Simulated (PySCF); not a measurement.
## Electron correlation in In⁺ (indium, charge +1)

Starting occupation: [Kr] 4d9 5s2 5p1, 4d3/2 with m_j = -3/2, -1/2, +1/2, +3/2, 4d5/2 with m_j = -3/2, -1/2, +1/2, +3/2, +5/2, 5p3/2 with m_j = +3/2. Calculation: PySCF 2.14, in x2c-TZVPall-2c (8s9p5d2f, 74 functions); X2C-1e with screened-nucleus spin-orbit coupling, Gaussian nucleus. Frozen: [Ar] 3d10; 20 electrons correlated; the 6 highest virtual spinors left out.

MP2 pair energies summed by pair of shells (mhartree):

```
       pair  energy  share (%)
4d3/2-4d5/2  -67.43       18.6
4d5/2-4d5/2  -36.62       10.1
4d5/2-5s1/2  -32.83        9.1
4d5/2-4p3/2  -30.97        8.6
4d3/2-5s1/2  -24.95        6.9
4d3/2-4d3/2  -22.33        6.2
4d3/2-4p3/2  -22.17        6.1
5s1/2-5s1/2  -17.75        4.9
5p3/2-5s1/2  -15.37        4.2
4p3/2-4p3/2  -10.47        2.9
4d5/2-4p1/2  -10.29        2.8
4p1/2-4p3/2   -9.90        2.7
4d3/2-4p1/2   -7.76        2.1
4d5/2-5p3/2   -7.56        2.1
4p3/2-5s1/2   -7.20        2.0
4p3/2-4s1/2   -7.15        2.0
4d5/2-4s1/2   -6.53        1.8
4d3/2-5p3/2   -6.33        1.7
4d3/2-4s1/2   -5.18        1.4
4p1/2-4s1/2   -3.42        0.9
4p3/2-5p3/2   -2.38        0.7
4p1/2-5s1/2   -2.22        0.6
4p1/2-4p1/2   -2.16        0.6
4s1/2-4s1/2   -1.68        0.5
4s1/2-5s1/2   -0.79        0.2
4p1/2-5p3/2   -0.57        0.2
4s1/2-5p3/2   -0.20        0.1
```

Total MP2 correlation energy: -362.20 mhartree.

This basis was not built for core-valence correlation, so the inner-shell part is incomplete.
